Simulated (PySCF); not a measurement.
CH3O, doublet, at a GFN2-xTB geometry, with bond 5-1 at 1.5 times its length; PBE/cc-pVDZ (PySCF).

PySCF was given this input:
```python
from pyscf import gto, scf, dft

mol = gto.Mole()
mol.atom = '''
    C     0.68555475    0.02506030   -0.03326015
    O    -0.67125356   -0.12186477   -0.00544343
    H    -1.09819889    0.73923507   -0.05875489
    H     1.12820553    0.97457786    0.20251259
    H     1.49726275   -1.34641506    0.16565611
'''
mol.basis = 'cc-pvdz'
mol.spin = 1
mol.verbose = 4
mol.build()

mf = dft.UKS(mol)
mf.xc = 'pbe'
mf.kernel()
mo_i, mo_e, stable_i, stable_e = mf.stability(internal=True, external=False, return_status=True, nroots=6, tol=1e-6)
print('internally stable:', stable_i, ' externally stable:', stable_e)
if not stable_i:
    umf = mf.copy()
    umf.scf_summary = {}
    umf.kernel(umf.make_rdm1(mo_i, mf.mo_occ))
```

The log (banner, timings and long lists left out):

```
PySCF version 2.14.0

[INPUT] verbose = 4
[INPUT] num. atoms = 5
[INPUT] num. electrons = 17
[INPUT] charge = 0
[INPUT] spin (= nelec alpha-beta = 2S) = 1
[INPUT] symmetry False subgroup None
[INPUT] Mole.unit = angstrom
[INPUT] Symbol           X                Y                Z      unit          X                Y                Z       unit  Magmom
[INPUT]  1 C      0.685554750000   0.025060300000  -0.033260150000 AA    1.295510720895   0.047357103599  -0.062852574362 Bohr   0.0
[INPUT]  2 O     -0.671253560000  -0.121864770000  -0.005443430000 AA   -1.268485388539  -0.230291039533  -0.010286591878 Bohr   0.0
[INPUT]  3 H     -1.098198890000   0.739235070000  -0.058754890000 AA   -2.075295132401   1.396951823974  -0.111030650579 Bohr   0.0
[INPUT]  4 H      1.128205530000   0.974577860000   0.202512590000 AA    2.131999463920   1.841685242465   0.382693331876 Bohr   0.0
[INPUT]  5 H      1.497262750000  -1.346415060000   0.165656110000 AA    2.829416534013  -2.544355713390   0.313044678761 Bohr   0.0

nuclear repulsion = 33.9057070828984
number of shells = 19
number of NR pGTOs = 73
number of NR cGTOs = 43
basis = cc-pvdz
ecp = {}

******** <class 'pyscf.dft.uks.UKS'> ********
method = UKS
initial guess = minao
damping factor = 0
level_shift factor = 0
DIIS = <class 'pyscf.scf.diis.CDIIS'>
diis_start_cycle = 1
diis_space = 8
diis_damp = 0
SCF conv_tol = 1e-09
SCF conv_tol_grad = None
SCF max_cycles = 50
direct_scf = True
direct_scf_tol = 1e-13
number electrons alpha = 9  beta = 8
XC library pyscf.dft.libxc version 7.1.2
    S. Lehtola, C. Steigemann, M. J. T. Oliveira, and M. A. L. Marques,  SoftwareX 7, 1–5 (2018)
XC functionals = pbe
    J. P. Perdew, K. Burke, and M. Ernzerhof,  Phys. Rev. Lett. 77, 3865 (1996)
    J. P. Perdew, K. Burke, and M. Ernzerhof,  Phys. Rev. Lett. 78, 1396 (1997)
    J. P. Perdew, K. Burke, and M. Ernzerhof,  Phys. Rev. Lett. 77, 3865 (1996)
    J. P. Perdew, K. Burke, and M. Ernzerhof,  Phys. Rev. Lett. 78, 1396 (1997)
radial grids:
    Treutler-Ahlrichs [JCP 102, 346 (1995); DOI:10.1063/1.469408] (M4) radial grids

becke partition: Becke, JCP 88, 2547 (1988); DOI:10.1063/1.454033
pruning grids: <function nwchem_prune>
grids dens level: 3
symmetrized grids: False
atomic radii adjust function: <function treutler_atomic_radii_adjust>
small_rho_cutoff = 0
Set gradient conv threshold to 3.16228e-05
tot grids = 57624
init E= -114.876945787705

cycle= 1 E= -114.782131214041  delta_E= 0.0948  |g|= 0.433  |ddm|= 1.41
cycle= 2 E= -114.280735174189  delta_E= 0.501  |g|= 1.12  |ddm|= 1.73
cycle= 3 E= -114.847958146526  delta_E= -0.567  |g|= 0.108  |ddm|= 1.66
cycle= 4 E= -114.853488234878  delta_E= -0.00553  |g|= 0.0538  |ddm|= 0.147
cycle= 5 E= -114.854363150026  delta_E= -0.000875  |g|= 0.0316  |ddm|= 0.0791
cycle= 6 E= -114.855131698722  delta_E= -0.000769  |g|= 0.00407  |ddm|= 0.0486
cycle= 7 E= -114.855146078192  delta_E= -1.44e-05  |g|= 0.000901  |ddm|= 0.0063
cycle= 8 E= -114.855148260027  delta_E= -2.18e-06  |g|= 0.000402  |ddm|= 0.00324
cycle= 9 E= -114.855148757827  delta_E= -4.98e-07  |g|= 0.000107  |ddm|= 0.00167
cycle= 10 E= -114.855148793578  delta_E= -3.58e-08  |g|= 3.66e-05  |ddm|= 0.000557
cycle= 11 E= -114.855148795489  delta_E= -1.91e-09  |g|= 7.72e-06  |ddm|= 9.93e-05
cycle= 12 E= -114.855148795557  delta_E= -6.76e-11  |g|= 1.51e-06  |ddm|= 2.46e-05
Extra cycle  E= -114.855148795558  delta_E= -1.45e-12  |g|= 1.12e-06  |ddm|= 3.67e-06
converged SCF energy = -114.855148795558  <S^2> = 0.75489246  2S+1 = 2.0048865
uhf_internal: lowest eigs of H = [0.1668494  0.28135483 0.28753968 0.42247901 0.4448117  0.53281647]
<class 'pyscf.dft.uks.UKS'> wavefunction is stable in the internal stability analysis
internally stable: True  externally stable: None
```
